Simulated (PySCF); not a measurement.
Identify the unknown among the candidates.

All candidates are H10O2Si5.

- Triplet: lowest triplet excitation (Tamm–Dancoff): 4.08 eV [TDA B3LYP/def2-SVPD]
- Dipole: 1.10 D [B3LYP/def2-SVPD]
- NMR, other nuclei: isotropic shieldings of nuclei other than C and H, by class: 324 (1 O), 355 (1 O), 356 (1 Si), 367 (1 Si), 380 (1 Si), 392 (1 Si), 487 (1 Si) ppm [GIAO PBE0/pcSseg-1]
- Polarisability: 140.1 au [B3LYP/def2-SVPD]
- Rotational structure: rotational constants A, B, C: 1.650, 0.624, 0.519 GHz [GFN2-xTB]
- UV, strongest line: among the 8 lowest singlet transitions: S5 at 5.78 eV (214 nm, f = 0.126) [TDDFT B3LYP/def2-SVPD]
- 1H NMR: chemical shifts (computed TMS as zero) by class: 6.43 (1 H), 5.70 (1 H), 5.53 (1 H), 5.48 (1 H), 5.23 (1 H), 5.03 (3 H), 3.59 (1 H), 3.25 (1 H) ppm [GIAO PBE0/pcSseg-1]

The electronic properties come from PySCF, for the isolated species, density fitting. Levels stand in brackets. The structure is a single GFN2-xTB conformer in the gas phase; no vibrational or solvent corrections. GFN2-xTB frequencies show an imaginary mode (21i cm⁻¹), so this geometry is no minimum at that level. NMR classes are plain means over equivalent atoms (diastereotopic ones count apart unless rotation or inversion swaps them), as if these changed places fast.

Question: Which candidate is it?
A. `O[Si@]1([SiH3])O[SiH2][SiH2][SiH2]1`
B. `[SiH3]O[Si@H]1[SiH2]O[SiH2][SiH2]1`
C. `O[Si@@]1([SiH3])O[SiH2][Si@@H]1[SiH3]`

Answer: B. It is `[SiH3]O[Si@H]1[SiH2]O[SiH2][SiH2]1`. Numbering: `[SiH3:1][O:2][Si@H:3]1[SiH2:4][O:5][SiH2:6][SiH2:7]1`. Its formula, H10O2Si5, gives 1 degree of unsaturation: 1 ring and 0 π bonds in the structure found. Hydrogen classes from least to most shielded: 1 H on an oxygen-bound silicon, Si3 (6.43 ppm), 1 H on an oxygen-bound silicon, Si6 (5.70 ppm), 1 H on an oxygen-bound silicon, Si4 (5.53 ppm), 1 H on an oxygen-bound silicon, Si6 (5.48 ppm), 1 H on an oxygen-bound silicon, Si4 (5.23 ppm), 3 H on an oxygen-bound silicon, Si1 (5.03 ppm), 1 H on an SiH2 silicon, Si7 (3.59 ppm), 1 H on an SiH2 silicon, Si7 (3.25 ppm). The other shieldings belong to: 324 ppm, siloxane oxygen [O5]; 355 ppm, siloxane oxygen [O2]; 356 ppm, oxygen-bound silicon [Si3]; 367 ppm, oxygen-bound silicon [Si6]; 380 ppm, oxygen-bound silicon [Si4]; 392 ppm, oxygen-bound silicon [Si1]; 487 ppm, SiH2 silicon [Si7]. The optimised geometry has point group C1 and is an asymmetric top.

The others, at the same levels:
- `O[Si@@]1([SiH3])O[SiH2][Si@@H]1[SiH3]` fails: its computed 1H shifts are 5.96 (1 H), 5.76 (1 H), 4.95 (1 H), 3.63 (3 H), 3.42 (3 H), 2.72 (1 H) ppm, rotational constant A is 1.185 GHz (against 1.650 GHz) and smallest rotational constant is 0.562 GHz (against 0.519 GHz).
- `O[Si@]1([SiH3])O[SiH2][SiH2][SiH2]1` fails: its computed 1H shifts are 5.63 (1 H), 5.52 (1 H), 3.59 (1 H), 3.54 (1 H), 3.38 (1 H), 3.34 (1 H), 3.34 (3 H), 2.04 (1 H) ppm, rotational constant A is 1.494 GHz (against 1.650 GHz) and smallest rotational constant is 0.602 GHz (against 0.519 GHz).

Each candidate is one conformer, not necessarily the lowest. The conformers computed, where there is a choice (atom-mapped SMILES and torsion angles):
- `[OH:1][Si@@:2]1([SiH3:3])[O:4][SiH2:5][Si@@H:6]1[SiH3:7]`: H–O1–Si2–Si3 -149°

The conformers of `[SiH3]O[Si@H]1[SiH2]O[SiH2][SiH2]1` and `O[Si@]1([SiH3])O[SiH2][SiH2][SiH2]1` aren't listed.
